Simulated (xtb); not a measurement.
xtb input (GFN2-xTB):

```bash
xtb mol.xyz --gfn 2 --sp --chrg 0 --uhf 0
```
mol.xyz:
```
15

C      2.79482626    -0.07537439     0.85479247
O      1.57203389    -0.71671400     0.56789733
C      0.56497534     0.18632835     0.14676285
C     -0.70767942    -0.58644617    -0.13823303
Si    -2.14480481     0.48566262    -0.71124093
H      3.19521376     0.44016958    -0.02807278
H      2.68367594     0.65867820     1.66371717
H      3.50017453    -0.84380025     1.16731353
H      0.90291792     0.72322257    -0.75190047
H      0.39456752     0.94036965     0.92934781
H     -1.01114617    -1.12665574     0.76307221
H     -0.50727654    -1.34188882    -0.90335698
H     -2.48734428     1.49602955     0.31994570
H     -1.79685303     1.20107913    -1.96369024
H     -3.33566661    -0.35981528    -0.96211525
```

End of the output:

```
         :::::::::::::::::::::::::::::::::::::::::::::::::::::
         ::                     SUMMARY                     ::
         :::::::::::::::::::::::::::::::::::::::::::::::::::::
         :: total energy             -17.300249772245 Eh    ::
         :: gradient norm              0.021766641721 Eh/a0 ::
         :: HOMO-LUMO gap              5.896467249202 eV    ::
         ::.................................................::
         :: SCC energy               -17.478855088649 Eh    ::
         :: -> isotropic ES            0.030922749983 Eh    ::
         :: -> anisotropic ES          0.004695183852 Eh    ::
         :: -> anisotropic XC          0.004552646459 Eh    ::
         :: -> dispersion             -0.008086044724 Eh    ::
         :: repulsion energy           0.178605316404 Eh    ::
         :: add. restraining           0.000000000000 Eh    ::
         :: total charge              -0.000000000000 e     ::
         :::::::::::::::::::::::::::::::::::::::::::::::::::::

           -------------------------------------------------
          |                Property Printout                |
           -------------------------------------------------

    * Orbital Energies and Occupations

         #    Occupation            Energy/Eh            Energy/eV
      -------------------------------------------------------------
         1        2.0000           -0.7249063             -19.7257
       ...           ...                  ...                  ...
         4        2.0000           -0.6008095             -16.3489
         5        2.0000           -0.5692895             -15.4912
         6        2.0000           -0.5468699             -14.8811
         7        2.0000           -0.5418601             -14.7448
         8        2.0000           -0.5211926             -14.1824
         9        2.0000           -0.4959831             -13.4964
        10        2.0000           -0.4643930             -12.6368
        11        2.0000           -0.4508025             -12.2670
        12        2.0000           -0.4505311             -12.2596
        13        2.0000           -0.4283188             -11.6551
        14        2.0000           -0.4276805             -11.6378
        15        2.0000           -0.4077196             -11.0946
        16        2.0000           -0.3971630             -10.8074 (HOMO)
        17                         -0.1804718              -4.9109 (LUMO)
        18                         -0.1779452              -4.8421
        19                         -0.1769536              -4.8152
        20                         -0.0885689              -2.4101
        21                         -0.0792728              -2.1571
        22                          0.0449304               1.2226
        23                          0.1100631               2.9950
        24                          0.1306667               3.5556
        25                          0.1430751               3.8933
        26                          0.1606309               4.3710
        27                          0.1832085               4.9854
       ...                                ...                  ...
        35                          0.6649657              18.0946
      -------------------------------------------------------------
                  HL-Gap            0.2166912 Eh            5.8965 eV
             Fermi-level           -0.2888174 Eh           -7.8591 eV

     #   Z          covCN         q      C6AA      α(0)
     1   6 C        3.651     0.045    20.131     6.444
     2   8 O        1.700    -0.320    19.338     5.937
     3   6 C        3.717     0.095    19.129     6.248
     4   6 C        3.702    -0.161    23.798     6.975
     5  14 Si       3.630     0.448    99.013    19.089
     6   1 H        0.923     0.025     2.656     2.549
     7   1 H        0.923     0.025     2.656     2.549
     8   1 H        0.925     0.056     2.250     2.346
     9   1 H        0.923     0.005     2.981     2.700
    10   1 H        0.923     0.005     2.981     2.700
    11   1 H        0.924     0.034     2.532     2.488
    12   1 H        0.924     0.034     2.532     2.488
    13   1 H        0.912    -0.096     5.426     3.644
    14   1 H        0.912    -0.096     5.426     3.644
    15   1 H        0.913    -0.097     5.478     3.661

 Mol. C6AA /au·bohr⁶  :       2128.157333
 Mol. C8AA /au·bohr⁸  :      57315.368151
 Mol. α(0) /au        :         73.461459

Wiberg/Mayer (AO) data.
largest (>0.10) Wiberg bond orders for each atom

 ---------------------------------------------------------------------------
     #   Z sym  total        # sym  WBO       # sym  WBO       # sym  WBO
 ---------------------------------------------------------------------------
     1   6 C    3.956 --     2 O    0.999     8 H    0.981     7 H    0.977
                             6 H    0.977
     2   8 O    2.067 --     1 C    0.999     3 C    0.976
     3   6 C    3.955 --     4 C    1.024     2 O    0.976    10 H    0.971
                             9 H    0.971
     4   6 C    3.975 --     3 C    1.024    12 H    0.980    11 H    0.980
                             5 Si   0.888
     5  14 Si   3.596 --    13 H    0.899    14 H    0.899    15 H    0.896
                             4 C    0.888
     6   1 H    0.999 --     1 C    0.977
     7   1 H    0.999 --     1 C    0.977
     8   1 H    0.996 --     1 C    0.981
     9   1 H    1.000 --     3 C    0.971
    10   1 H    1.000 --     3 C    0.971
    11   1 H    0.999 --     4 C    0.980
    12   1 H    0.999 --     4 C    0.980
    13   1 H    0.991 --     5 Si   0.899
    14   1 H    0.991 --     5 Si   0.899
    15   1 H    0.990 --     5 Si   0.896
 ---------------------------------------------------------------------------

Topologies differ in total number of bonds
Writing topology from bond orders to xtbtopo.mol

molecular dipole:
                 x           y           z       tot (Debye)
 q only:       -0.258       0.446      -0.136
   full:        0.148       0.429      -0.011       1.153
molecular quadrupole (traceless):
                xx          xy          yy          xz          yz          zz
 q only:        3.434       1.372      -2.238       1.324       0.506      -1.196
  q+dip:       -0.008       3.714      -1.301      -1.032       1.526       1.310
Note: The following floating-point exceptions are signalling: IEEE_UNDERFLOW_FLAG IEEE_DENORMAL
normal termination of xtb
   full:        1.337       3.315      -1.572      -0.159       1.263       0.236

           -------------------------------------------------
          | TOTAL ENERGY              -17.300249772245 Eh   |
          | GRADIENT NORM               0.021766641721 Eh/α |
          | HOMO-LUMO GAP               5.896467249202 eV   |
           -------------------------------------------------

------------------------------------------------------------------------
------------------------------------------------------------------------
 total:
 SCF:
```
